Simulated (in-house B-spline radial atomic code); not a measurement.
Computed with a B-spline radial atomic code. Model: two electrons, singlet ground state, non-relativistic, full CI in B-splines with partial waves to l = 8 (at full coupling up to 3e-4 hartree above the limit, correlation up to 0.6 % small), density held at that of full coupling by Lieb maximisation.

Along the adiabatic connection the electron repulsion is scaled by a coupling λ while a local potential keeps the density fixed. At λ = 0 the system is the Kohn-Sham one and W equals the exchange energy; the exchange-correlation energy is the area under W between 0 and 1. The kinetic energy rises with λ as the electrons avoid each other, with dT/dλ = −λ dW/dλ.

Command:
```bash
python run_ac.py task.json out
```
Settings (lengths in bohr, energies in hartree):
```
potential              gauss
strength               20.4
lmax                   8
second                 4.78
```

Time taken, with all properties: 11 s on 1 thread of Intel(R) Xeon(R) Processor @ 2.30GHz, on a shared host.

**W = mean repulsion less Hartree energy, and W of three functionals.**

Given: confinement Gaussian well; well depth 20.4 hartree; well width 4.78 bohr; external potential -V exp(-r^2/w^2).

Computed: PBE exchange minus exact 36.292 millihartree; SCAN exchange minus exact 2.6055 millihartree.

```csv
coupling,W xc (hartree),W xc minus exchange (millihartree),kinetic minus Kohn-Sham (millihartree),LDA (PW92) W minus its exchange (millihartree),PBE W minus its exchange (millihartree),SCAN W minus its exchange (millihartree)
0,-0.85099,0,0,0,0,0
0.02,?,?,?,?,?,?
0.05,-0.85591,-4.921,0.12,-23.57,-7.9,-4.66
0.12,-0.86258,-11.586,0.69,-44.73,-17.95,-10.87
0.25,-0.8743,-23.304,2.85,-73.91,-34.47,-21.67
0.4,-0.88683,-35.84,6.91,-99.91,-51.1,-33.18
0.6,-0.90207,-51.08,14.5,-127.7,-70.42,-47.21
0.8,-0.91582,-64.831,24.1,-150.59,-87.31,-59.97
1,?,?,?,?,?,?
1.4,-0.94987,-98.882,61.08,-202.4,-128.08,-92.34
2,-0.97588,-124.89,104.95,-239.66,-159.13,-118.1
3,-1.0076,-156.64,183.37,-284.56,-197.97,-151.13
4.5,-1.0393,-188.36,300.54,-330.33,-238.81,-186
7,-1.0714,-220.41,481.19,-379.01,-283.26,-222.63
10,-1.0944,-243.41,673.9,-416.17,-317.71,-248.79
```

Task: What belongs in the row 0.02?

Result: W xc (hartree): -0.85298; W xc minus exchange (millihartree): -1.985; kinetic minus Kohn-Sham (millihartree): 0.02; LDA (PW92) W minus its exchange (millihartree): -11.59; PBE W minus its exchange (millihartree): -3.25; SCAN W minus its exchange (millihartree): -1.89.

Task: What belongs in the row 1?

Result: W xc (hartree): -0.92827; W xc minus exchange (millihartree): -77.277; kinetic minus Kohn-Sham (millihartree): 35.29; LDA (PW92) W minus its exchange (millihartree): -170.14; PBE W minus its exchange (millihartree): -102.32; SCAN W minus its exchange (millihartree): -71.65.

Task: What is the LDA exchange minus exact?

Result: 123.24 millihartree.

**Energy parts, natural occupations and partial-wave weights.**

Computed: total energy -36.0387 hartree; exchange energy -0.85099 hartree; initial slope twice GL2 -0.099792 hartree; kinetic part over minus potential part 0.4566; Hartree energy 1.702 hartree; Kohn-Sham kinetic 1.714 hartree; Lieb Oxford ratio E_xc over LDA exchange 1.227.

```json
{"natural": "s", "occupation of the shell (electrons)": "1.9777"}
{"natural": "p", "occupation of the shell (electrons)": "0.020166"}
{"natural": "s", "occupation of the shell (electrons)": "?"}
{"natural": "d", "occupation of the shell (electrons)": "0.0006825"}
{"natural": "p", "occupation of the shell (electrons)": "0.00014925"}
{"natural": "f", "occupation of the shell (electrons)": "8.3851e-05"}
```

Task: What belongs in the row s?

Result: occupation of the shell (electrons): 0.0011626.

```
wave      weight
   s     0.98942
   p           ?
   d  0.00035687
   f  4.6241e-05
   g  1.0306e-05
```

Task: What belongs in the row p?

Result: weight: 0.010162.

Task: What is the correlation energy?

Result: -0.041992 hartree.

Task: What is the kinetic part of the DFT correlation energy?

Result: 0.035285 hartree.

Half-way to full coupling W has made 56 % of its drop, against 50 % for a straight line, and second-order (GL2) theory, half the initial slope, overshoots the correlation energy by about 19 %: a moderate bend, as in light atoms. Over couplings 0 to 1 the errors in E_xc come to about +59 millihartree for LDA, +20 millihartree for PBE, +5.7 millihartree for SCAN, so SCAN is nearest. In LDA and PBE the errors of exchange and correlation have opposite signs, so the sum is smaller than the larger of the two.
